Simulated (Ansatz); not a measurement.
Relaxation of GeH5Si (7 atoms, charge 0, multiplicity 2), to a largest force component of 0.015 eV/Å in at most 40 steps.

The calculation used UKS BHLYP/def2-SVP in Ansatz 0.2.0.

```xyz
7
Properties=species:S:1:pos:R:3
Si -0.546 -0.471 -0.613
Ge 1.065 0.756 0.461
H -1.515 -1.044 0.357
H 0.089 -1.464 -1.461
H -1.369 0.480 -1.493
H 0.948 2.272 0.103
H 2.474 0.220 0.036
```

Task: Where does it end, and by what steps?

Result: The run converged. The force dipped under the threshold on the way, but the program's further checks kept it going. After 21 steps the energy has fallen by 0.170 eV; H6 moved furthest, 0.83 Å.

```csv
step,energy less start (eV),largest force component (eV/Å),accepted
0,0.0000,1.756,yes
1,-0.1239,0.240,yes
2,-0.1423,0.049,yes
3,-0.1427,0.028,yes
4,-0.1427,0.045,no
5,-0.1430,0.004,yes
6,-0.1431,0.012,yes
7,-0.1433,0.030,yes
8,-0.1392,0.374,no
9,-0.1424,0.075,no
10,-0.1440,0.018,yes
11,-0.1462,0.075,yes
12,-0.1445,0.296,no
13,-0.1492,0.049,yes
14,-0.1522,0.063,yes
15,-0.1568,0.137,yes
16,-0.1572,0.294,yes
17,-0.1632,0.129,yes
18,-0.1675,0.011,yes
19,-0.1677,0.143,yes
20,-0.1692,0.065,yes
21,-0.1699,0.010,yes
```

```xyz
7
Properties=species:S:1:pos:R:3
Si -0.581 -0.483 -0.679
Ge 1.242 0.645 0.360
H -1.684 -0.611 0.301
H -0.135 -1.834 -1.092
H -1.084 0.241 -1.873
H 0.891 2.042 0.895
H 2.496 0.750 -0.522
```

The run took 25 s on 2 threads of INTEL(R) XEON(R) PLATINUM 8581C CPU @ 2.30GHz (Emerald Rapids), on a shared host, peak memory 0.23 GiB.
